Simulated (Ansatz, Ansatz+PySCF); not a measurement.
```xyz
4

C     0.0005    0.0004   -0.6050
C    -0.0006    0.0008    0.6044
H     0.0003    0.0009   -1.6790
H     0.0002    0.0010    1.6793
```

Basis set: def2-SVP (spherical functions). Correlated methods keep 2 orbitals frozen. Charge 0, multiplicity 3.

Computed with Ansatz (development build ahead of 0.2.0); each method stands on the lowest determinant of its kind that the runs found.

The atomization energy at this shape (free ground-state atoms in the same class of orbitals less the molecule, no zero-point energy) of triplet C2H2:

```tsv
method	atomization energy
UHF-MP2	1042.9 kJ/mol
```

**Question.** What does UHF give?

**Answer.** 776.4 kJ/mol. Caution: another spin multiplicity may lie lower; the shape is not the minimum.
